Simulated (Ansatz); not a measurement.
A run on `[CH3][Y]([CH3])[OH]` with other settings.

```yaml
crystal:
  periodic: [false, false, false]
  atoms:
    - {symbol: C, position_ang: [-0.676035, 1.754725, -0.808451]}
    - {symbol: Y, position_ang: [0.061608, -0.413388, -0.769812]}
    - {symbol: C, position_ang: [1.388860, -0.682198, 1.349541]}
    - {symbol: O, position_ang: [-1.357467, -2.012581, -1.048588]}
    - {symbol: H, position_ang: [-1.374523, 2.078269, -1.644897]}
    - {symbol: H, position_ang: [-1.112867, 1.987033, 0.052931]}
    - {symbol: H, position_ang: [0.168418, 2.422721, -0.949047]}
    - {symbol: H, position_ang: [0.840786, -0.819987, 2.216743]}
    - {symbol: H, position_ang: [2.114905, 0.241848, 1.481515]}
    - {symbol: H, position_ang: [2.114794, -1.705135, 1.346848]}
    - {symbol: H, position_ang: [-1.932922, -2.466950, -1.081275]}
basis:
  gaussian: {orbitals: def2-TZVPPP, fitting: {mean_field: cc-pVTZ-jkfit}, nuclear_model: gaussian}
total_charge: -1
magnetization: {spin_polarized: true, initial_magnetization: 1}
hamiltonian: {xc: {name: wPBEh}}
accuracy: high
```

```sh
$ ansatz run in.yaml --threads 4 --pin off --events-out ev --progress --plain --max-ram 10444MiB
```

Output, abridged:

```
Error: <dir> can't be read: No such file or directory (os error 2)
```
